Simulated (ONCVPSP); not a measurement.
# What one change does to a pseudopotential (platinum (Pt), ONCV)

| Quantity | Value |
| --- | --- |
| Element | Pt |
| Generator | ONCVPSP 4.0.1 |
| Type | optimised norm-conserving Vanderbilt (ONCV) |
| Functional | PBE |
| Relativity | scalar-relativistic |
| Frozen core | [Kr] 4d10 4f14 |
| Valence charge | 18 |
| Reference configuration | 5s2 5p6 5d8 (charge +2) |
| Partial waves | 5s: rc 1.30 bohr, ncon 4, nbas 7, qcut 8.9 1/bohr, 2 projectors, debl 3.5 Ha; 5p: rc 1.90 bohr, ncon 4, nbas 7, qcut 7.4 1/bohr, 2 projectors, debl 2.9 Ha; 5d: rc 1.40 bohr, ncon 4, nbas 7, qcut 7.2 1/bohr, 2 projectors, debl 0.6 Ha |
| Local potential | polynomial inside 1.10 bohr (lpopt 5, dvloc0 3 Ha) |
| Core correction | none |

In the s channel the program set the typed energies aside and used -4.512, 0.250 Ha. In the p channel the program set the typed energies aside and used -2.824, 0.050 Ha. In the d channel the program set the typed energies aside and used -0.951, 0.250 Ha.

All-electron outer shells of the reference configuration (PBE, scalar-relativistic, ld1.x):

```tsv
shell	level (eV)	outermost node (bohr)	outermost maximum (bohr)
4f	-91.10	–	0.38
5p	-76.84	0.53	0.98
5d	-25.88	0.57	1.24
```

Change: s: rc 1.84. In the s channel the program set the typed energies aside and used -4.512, 0.050 Ha. In the p channel the program set the typed energies aside and used -2.824, 0.050 Ha. In the d channel the program set the typed energies aside and used -0.951, 0.250 Ha.

Cutoffs: the cutoffs (Ha) at which the residual kinetic energy of the hardest occupied pseudo-wave falls to 1 and 0.1 mHa per electron; they do not see the model core or the augmentation charge, which bear on the density cutoff. Errors are all-electron minus pseudo energies relative to the spin-unpolarised reference configuration.

Problem. How do hardness, ghosts and transferability respond?

Solution. The potential gets softer (33 Ha and 38 Ha → 23 Ha and 28 Ha); of the 4 tests that both files solve, the error grows in 2 and shrinks in 0 by more than 15 % and 0.3 meV (median size 7.0 → 7.9 meV); neither file shows a bound ghost. A larger radius leaves more room for a smooth pseudo-wave, so fewer plane waves are needed.

```tsv
quantity	base	changed
cutoff, loose	33 Ha	23 Ha
cutoff, tight	38 Ha	28 Ha
loose cutoff by channel	s 33 Ha, p 15 Ha, d 19 Ha	s 23 Ha, p 15 Ha, d 19 Ha
bound ghosts	none	none
GHOST(+) flags under 300 eV	s at 265.8 eV	s at 154.1 eV
error for 5s2 5p6 5d9 6s1, meV [ΔE -29.16 eV]	+7.9	+10
error for 5s2 5p6 5d9, meV [ΔE -19.97 eV]	+2.0	+1.9
error for 5s2 5p6 5d7, meV [ΔE 32.22 eV]	-7.2	-7.4
error for 5s2 5p6 5d8 6s1, meV [ΔE -17.99 eV]	+6.8	+8.3
p: phases at 1.93 bohr within 0.05 rad from the reference energy up to (Ha; the scan ends near 5)	to the end of the scan	to the end of the scan
d: phases at 1.42 bohr within 0.05 rad from the reference energy up to (Ha; the scan ends near 5)	to the end of the scan	to the end of the scan
```
